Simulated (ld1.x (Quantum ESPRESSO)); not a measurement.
**What one change does to a pseudopotential (I, TM semilocal)**

- Element: iodine (I)
- Generator: ld1.x (Quantum ESPRESSO) 7.5
- Type: norm-conserving Troullier–Martins (semilocal form)
- Functional: PW91
- Relativity: scalar-relativistic
- Frozen core: [Kr]
- Valence charge: 17
- Reference configuration: 4d10 5s2 5p4 (charge +1)
- Partial waves: 5s (bound): rc 1.25 bohr; 4d (bound): rc 1.25 bohr; 5p (bound): rc 1.85 bohr
- Local potential: the p channel
- Core correction: none

All-electron outer shells of the reference configuration (PW91, scalar-relativistic, ld1.x):

```csv
shell,level (eV),outermost node (bohr),outermost maximum (bohr)
4p,-137.17,0.37,0.72
4d,-59.87,0.35,0.78
5s,-26.33,0.88,1.70
5p,-15.41,0.96,1.97
```

Change: all radii scaled by about 1.23 (s 1.54, p 2.28, d 1.54 bohr).

Cutoffs: the cutoffs (Ry, on a coarse ladder) from which the occupation-weighted sum of valence levels, in a spherical-Bessel basis at the reference potential, stays within 10 and 1 mRy of its value at 400 Ry; they do not see the model core or the augmentation charge, which bear on the density cutoff. Errors are all-electron minus pseudo energies relative to the spin-unpolarised reference configuration.

Task: What does the change do?

Result: The potential gets softer (140 Ry and 230 Ry → 100 Ry and 160 Ry); of the 7 tests that both files solve, the error grows in 1 and shrinks in 5 by more than 15 % and 0.3 meV (median size 10.1 → 6.2 meV); neither file shows a bound ghost. A larger radius leaves more room for a smooth pseudo-wave, so fewer plane waves are needed. A semilocal file is local in each channel, so a ghost entry of none says nothing of the separable form that plane-wave codes build from it.

```csv
quantity,base,changed
"cutoff, loose",140 Ry,100 Ry
"cutoff, tight",230 Ry,160 Ry
loose cutoff by channel (10 mRy a level),"s 110 Ry, d 100 Ry, p 15 Ry","s 30 Ry, d 80 Ry, p 12 Ry"
bound ghosts,none,none
"error for 4d10 5s2 5p5, meV [ΔE -11.19 eV]",+7.5,+6.2
"error for 4d10 5s2 5p3, meV [ΔE 19.92 eV]",+3.3,-0.7
"error for 4d10 5s2 5p2, meV [ΔE 49.33 eV]",+33,+8.4
"error for 4d10 5s2 5p4.5, meV [ΔE -6.63 eV]",+3.2,+2.8
"error for 4d10 5s2 5p5.3, meV [ΔE -12.98 eV]",+10,+8.3
"error for 4d9 5s2 5p6, meV [ΔE 34.68 eV]",+87,-313
"error for 4d10 5s1 5p5, meV [ΔE 11.00 eV]",+11,-0.3
```
